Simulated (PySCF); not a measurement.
C3H7O2, SMILES C(C[O])(C)O (connectivity only; charge and spin as stated), charge -1, multiplicity 1. Coordinates come from a PBE-D3(BJ)/def2-SVPD optimisation. The multiplicity is an assumed one; no other spin state was optimised. The isomer is the one that the SMILES or the coordinates give; other isomers of the formula were not compared. One conformer was computed; it need not be the lowest.

Computed with PySCF with PBE-D3(BJ)/def2-SVPD.

Harmonic wavenumbers (cm⁻¹): 139, 146, 223, 270, 356, 431, 485, 805, 858, 883, 997, 1041, 1104, 1155, 1174, 1193, 1263, 1271, 1300, 1328, 1384, 1400, 1410, 2465, 2532, 2888, 2906, 2984, 3021, 3700. Rotational constants (GHz): 8.190, 3.692, 2.779; symmetry number 1.

**Question.** Work out the zero-point energy and the ideal-gas rigid-rotor harmonic-oscillator thermochemistry at 298.15 K and 1 atm.

**Answer.** ZPE = ½ Σ hcν = ½ × 41112 cm⁻¹ = 58.77 kcal/mol. H − E(el) = 63.39 kcal/mol. Entropy in cal/(mol K): translation 38.86, rotation 25.75, vibration 12.83, total 77.45. G − E(el) = 40.30 kcal/mol. Cp = 23.88 cal/(mol K). Modes under 150 cm⁻¹ make the vibrational entropy uncertain.
